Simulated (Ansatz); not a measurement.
Reaction (hydrogenolysis of a Ge–F bond): `[F][Ge]([F])([Cl])[I]` + H₂ → `[F][GeH]([Cl])[I]` + H–F

Computed with Ansatz on PBE0-D4/def2-TZVP structures; ΔE is electronic, products minus reactants. CCSD(T)/CBS adds triple-zeta CCSD(T) − MP2 to the extrapolated MP2 energy (def2 sets, frozen cores). This one scheme is used for every species. Functionals use def2-TZVPP. B3LYP here is the variant with VWN-RPA as its local correlation; programs differ in this. HSE06 is defined as in plane-wave codes. def2 core potentials past Kr. For Ge, I outer-core shells are correlated without core-valence functions, which leaves a few kJ/mol of doubt a bond. Scalar relativity is left out up to krypton.

| level | ΔE (kJ/mol) | difference from CCSD(T)/CBS |
| --- | --- | --- |
| LDA (SPW92) | 30.5 | -2.4 |
| PBE-D4 | 37.2 | 4.3 |
| revPBE-D4 | 40.6 | 7.7 |
| BLYP-D4 | 45.8 | 12.9 |
| r2SCAN-D4 | 46.6 | 13.7 |
| B97M-V | 44.9 | 12.0 |
| PBE0-D4 | 31.6 | -1.3 |
| B3LYP-D4 | 40.2 | 7.3 |
| r2SCANh-D4 | 43.3 | 10.4 |
| r2SCAN0-D4 | 38.8 | 5.9 |
| HSE06-D4 | 31.4 | -1.5 |
| BHLYP-D4 | 37.5 | 4.6 |
| CAM-B3LYP-D4 | 40.4 | 7.5 |
| B2PLYP | 40.0 | 7.1 |
| PBE-QIDH | 33.4 | 0.5 |
| PBE | 34.9 | 2.0 |
| revPBE | 34.8 | 1.9 |
| BLYP | 40.9 | 8.0 |
| r2SCAN | 46.1 | 13.2 |
| B3LYP | 36.5 | 3.6 |
| r2SCAN0 | 38.2 | 5.3 |
| HSE06 | 29.5 | -3.4 |
| BHLYP | 34.4 | 1.5 |
| CAM-B3LYP | 38.4 | 5.5 |
| LC-ωPBE | 34.7 | 1.8 |
| RPA@PBE/def2-TZVPP | 39.0 | 6.1 |
| MP2/def2-SVP | 47.2 | 14.3 |
| CCSD/def2-SVP | 38.9 | 6.0 |
| CCSD(T)/def2-SVP | 42.2 | 9.3 |
| HF/def2-TZVPP | 33.3 | 0.4 |
| MP2/def2-TZVPP | 40.5 | 7.6 |
| SCS-MP2/def2-TZVPP | 41.5 | 8.6 |
| CCSD/def2-TZVPP | 34.6 | 1.7 |
| CCSD(T)/def2-TZVPP | 37.8 | 4.9 |
| HF/def2-QZVPP | 34.8 | 1.9 |
| MP2/def2-QZVPP | 38.2 | 5.3 |
| SCS-MP2/def2-QZVPP | 39.3 | 6.4 |
| HF/CBS(def2) | 35.0 | 2.1 |
| MP2/CBS(def2) | 35.5 | 2.6 |
| CCSD/CBS(def2) | 29.7 | -3.2 |
| CCSD(T)/CBS | 32.9 | 0 |

Largest T1 diagnostic among the species: 0.011.

In def2-TZVPP, CCSD(T) changes the Hartree–Fock value by +4.6 kJ/mol (the triples alone add +3.2 kJ/mol) and MP2 by +7.2 kJ/mol. The D4 term adds +3.7 kJ/mol with B3LYP and +2.0 kJ/mol with PBE0; it sums over pairs of atoms, weighted by their polarisabilities, and B3LYP, whose exchange is more repulsive, gets the larger term.

CCSD(T)/CBS has its own doubt, a few kJ/mol and more with outer-core shells, so smaller differences from it don't rank the levels.
